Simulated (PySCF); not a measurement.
# How methods differ on the ionisation energy of Sn

Sn [Kr] 4d10 5s2 5p2 (3P) → Sn⁺ [Kr] 4d10 5s2 5p1 (2P), as a difference of total energies. Computed with PySCF 2.14 in aug-cc-pVTZ-PP with one added diffuse shell each of d, f type with ECP28MDF (6s5p5d3f, 67 functions), with scalar relativity through the core potential. Correlated levels: valence: 4s2 4p6 4d10 frozen. The calculations carry no spin-orbit coupling.

```csv
method,ionisation energy (eV),error (eV)
UHF,6.851,-0.538
LDA,7.412,+0.023
PBE,7.260,-0.129
PBE0,7.306,-0.083
r2SCAN,7.403,+0.014
CAM-B3LYP,7.287,-0.102
wB97X,7.097,-0.292
BHandHLYP,7.168,-0.221
MN15,7.308,-0.081
MP2 (valence),7.158,-0.231
SCS-MP2 (valence),7.092,-0.297
```

Reference: 7.389 eV (measured; NIST levels, between the centres of gravity of the two terms).

Errors of the correlated levels include the incompleteness of this basis and the frozen core.
